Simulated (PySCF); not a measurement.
Assigning NMR signals

Geometry:
```
atom   x (Å)   y (Å)   z (Å)
  C1  -1.449   1.690   0.110
  C2  -2.052   0.537  -0.122
  C3  -1.698  -0.750   0.531
 Si4  -0.718  -1.867  -0.671
  O5   0.593  -1.078  -1.187
 Si6   1.688   0.127  -1.291
 Si7   2.489   0.598   0.815
  H8  -1.723   2.594  -0.407
  H9  -0.661   1.777   0.842
 H10  -2.842   0.481  -0.860
 H11  -2.603  -1.271   0.843
 H12  -1.099  -0.560   1.423
 H13  -0.232  -3.059   0.023
 H14  -1.496  -2.174  -1.870
 H15   1.004   1.234  -1.969
 H16   2.673  -0.443  -2.220
 H17   2.339  -0.503   1.777
 H18   1.854   1.757   1.459
 H19   3.922   0.919   0.783
```

Computed data (PySCF): structure optimised with GFN2-xTB, shieldings: GIAO PBE0/pcSseg-1. No relativistic terms, isolated molecule, averaged over atoms made equivalent by symmetry, fast rotation or ring inversion, single conformer.

References, each an isolated molecule treated in the same way: TMS for 13C (σ = 186.93 ppm) and 1H (σ = 31.72 ppm).

Question: Assign these signals to the numbered atoms. 13C{1H} NMR (computed): δ 142.9 (CH), 122.3 (CH2), 29.3 (CH2).

Answer: 
142.9 → C2, alkene CH: an sp2 carbon of a C=C bond
122.3 → C1, terminal =CH2 carbon: an sp2 carbon of a C=C bond
29.3 → C3, allylic sp3 CH2 bonded to Si

Question: Assign these signals to the numbered atoms. 1H NMR (400 MHz, computed): δ 6.24 (m, 1H), 5.71 (q, 2H), 5.62 (m, 1H), 5.37 (m, 1H), 5.02 (t, 2H), 3.51 (t, 3H), 1.78 (m, 2H).

Answer: 
6.24 → H10, hydrogen on an alkene CH: a vinylic proton, deshielded by the sp2 carbon and the C=C anisotropy
5.71 → H15/H16, hydrogen on a silicon bonded to O, Si
5.62 → H9, hydrogen on a terminal =CH2 carbon: olefinic region
5.37 → H8, hydrogen on a terminal =CH2 carbon
5.02 → H13/H14, hydrogen on a silicon bonded to C, O
3.51 → H17/H18/H19, hydrogen on a silicon bonded to Si
1.78 → H11/H12, hydrogen on an allylic sp3 CH2 bonded to Si: allylic position

H15/H16 and H9 lie closer than the usual error of such a calculation, so a measured spectrum could show them in the other order.

Shifts are as computed. Against solution values, carbons near 30 ppm lie about +3 ppm off and those near 130 ppm about +5 ppm (rms about the fit 2.1 ppm; single classes can miss by 10 ppm). Of 1328 compounds with measured shifts, 309 miss one by over three times the rms of a fit or turn the order of signals round; such compounds aren't used in these exercises. Signals without a measured value on file couldn't be tested in this way; 1H shifts scatter by 0.2 ppm about their fit, and single ones miss by 0.5 ppm. No couplings were computed; multiplicities are counted from neighbouring protons, with m where these are inequivalent, close in shift, in a saturated or five-membered ring or joined by F or P, and br s for small geminal =CH2 splittings.
